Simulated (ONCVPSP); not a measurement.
**Ti: excitation energies, all-electron against ONCV**

Ti, optimised norm-conserving Vanderbilt (ONCV), made with ONCVPSP 4.0.1 (PW91, scalar-relativistic). Core [Ne], reference 3s2 3p6 3d1 (charge +3). Waves: 3s: rc 1.00 bohr, ncon 4, nbas 7, qcut 8.5 1/bohr, 2 projectors, debl 1.7 Ha; 3p: rc 1.70 bohr, ncon 4, nbas 8, qcut 8.9 1/bohr, 2 projectors, debl 2.7 Ha; 3d: rc 1.25 bohr, ncon 4, nbas 8, qcut 11.4 1/bohr, 3 projectors, debl 2.7 Ha. Local part: polynomial inside 0.90 bohr (lpopt 5, dvloc0 0 Ha). Core correction: Teter function, fcfact 2, rcfact 1.25.

In the s channel the program set the typed energies aside and used -3.495, 0.250 Ha.

Energies are relative to the spin-unpolarised reference configuration 3s2 3p6 3d1; without spin polarisation the order of configurations can differ from experiment.

| valence configuration | charge | ΔE all-electron (eV) | error AE − PS (meV) |
| --- | --- | --- | --- |
| 3s2 3p6 3d2 4s1 | +1 | -40.644 | +15 |
| 3s2 3p6 3d2 | +2 | -27.052 | +16 |
| 3s2 3p6 3d2 4p1 | +1 | -36.858 | +15 |

**Question.** What are ΔE and the potential's error for 3s2 3p6 3d2 4s2?

**Answer.** ΔE = -48.037 eV all-electron; the error (AE − PS) is +13 meV.
